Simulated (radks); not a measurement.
Results of a calculation; reference values are marked as such.
Tb6+, 59 electrons, occupied as [Kr] 4d10 4f8 5s2 5p3. Level of theory: non-relativistic Kohn-Sham, LDA (Slater exchange, Perdew-Wang correlation), spin-unpolarised, spherical densities, point nucleus; relativity is left out, which matters for an element this heavy (a radial shooting solver on a logarithmic mesh with Libxc functionals). Some entries of the table are withheld. Estimate them.

orbital,occ.,eigenvalue (eV),r(max) (bohr)
1s,2,-48665.36,0.01548
2s,2,-7841.999,0.08477
2p,6,-7473.894,0.06593
3s,2,-1793.470,(1)
3p,6,-1628.414,0.2231
3d,10,-1319.823,(2)
4s,2,-412.0910,0.5369
4p,6,-347.1107,0.5415
4d,10,-230.7144,0.5469
5s,2,-114.2385,1.222
5p,3,-94.7846,1.310
4f,8,-87.0565,0.5364

Answer. 
(1) 3s r(max) (bohr): 0.2358
(2) 3d r(max) (bohr): 0.1776
